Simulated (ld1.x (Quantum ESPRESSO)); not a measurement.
## Before and after: TM potential for boron

ld1.x (Quantum ESPRESSO) 7.5 input, shortened:

```
&input
   title='B', zed=5., rel=0, dft='PBESOL', iswitch=3,
   config='[He] 2s1 2p0 3d-2'
 /
 &inputp
   pseudotype=2, tm=.true., lloc=0,
   nlcc=.false.
 /
3
2P  2  1   0.00   0.00  3.30  3.30  0.0
3D  3  2  -2.00   0.40  3.35  3.35  0.0
2S  1  0   1.00   0.00  1.35  1.35  0.0
 &test
   configts(1)='2s1 2p0'
 /
```

All-electron outer shells of the reference configuration (PBEsol, non-relativistic, ld1.x):

```csv
shell,level (eV),outermost node (bohr),outermost maximum (bohr)
2s,-31.27,0.46,1.39
2p,-25.27,–,1.27
```

Change: all radii scaled by about 1.09 (s 1.48, p 3.62, d 3.66 bohr).

Cutoffs: the cutoffs (Ry, on a coarse ladder) from which the occupation-weighted sum of valence levels, in a spherical-Bessel basis at the reference potential, stays within 10 and 1 mRy of its value at 400 Ry; they do not see the model core or the augmentation charge, which bear on the density cutoff. Errors are all-electron minus pseudo energies relative to the spin-unpolarised reference configuration.

Problem. What does the change do?

Solution. The potential gets softer (21 Ry and 50 Ry → 18 Ry and 50 Ry); of the 7 tests that both files solve, the error grows in 6 and shrinks in 0 by more than 15 % and 0.3 meV (median size 334.7 → 461.6 meV); neither file shows a bound ghost. A larger radius leaves more room for a smooth pseudo-wave, so fewer plane waves are needed. More of the atom is replaced by a form fitted at one configuration, so other configurations suffer.

```tsv
quantity	base	changed
cutoff, loose	21 Ry	18 Ry
cutoff, tight	50 Ry	50 Ry
bound ghosts	none	none
error for 2s2 2p1, meV [ΔE -33.40 eV]	+335	+462
error for 2s2 2p0, meV [ΔE -25.25 eV]	+28	+27
error for 2s2 2p0.5, meV [ΔE -30.54 eV]	+195	+257
error for 2s0 2p3, meV [ΔE -21.75 eV]	+864	+1235
error for 2s1 2p1, meV [ΔE -19.14 eV]	+294	+393
error for 2s2 2p1.3, meV [ΔE -34.12 eV]	+385	+540
error for 2s1 2p2, meV [ΔE -27.58 eV]	+603	+852
```
